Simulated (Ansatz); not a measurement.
Program: Ansatz. Geometries: PBE0-D4/def2-TZVP. ΔE: electronic, gas phase. CCSD(T)/CBS is the MP2 limit (def2-TZVPP, def2-QZVPP) plus CCSD(T) − MP2 in def2-TZVPP, frozen cores. Functionals use def2-TZVPP. def2 core potentials past Kr. For In outer-core shells are correlated without core-valence functions, which leaves a few kJ/mol of doubt a bond. Each species was taken in one conformer, which may not be the lowest.

`C=C[NH][InH2]` → `CC#[N+][InH3-]`  (isomerisation)

```csv
level,ΔE (kJ/mol)
BHLYP-D4,9.1
RPA@PBE/def2-TZVPP,-5.4
```

What does CCSD(T)/CBS give? (Estimate.)

The calculation gave: +8.6 kJ/mol. The listed levels differ from it by 0.5, -14.0 kJ/mol.

Largest T1 diagnostic among the species: 0.016.

The D4 term adds +5.7 kJ/mol with B3LYP and +2.8 kJ/mol with PBE0; it sums over pairs of atoms, weighted by their polarisabilities, and B3LYP, whose exchange is more repulsive, gets the larger term. Leaving LDA and LC-ωPBE aside and taking each functional with its dispersion term where it has one, the values, not all of them listed here, spread over 27.8 kJ/mol, from B97M-V to HSE06-D4. LDA lies +27.0 kJ/mol from PBE without D4.

B3LYP here is the variant with VWN-RPA as its local correlation; programs differ in this.
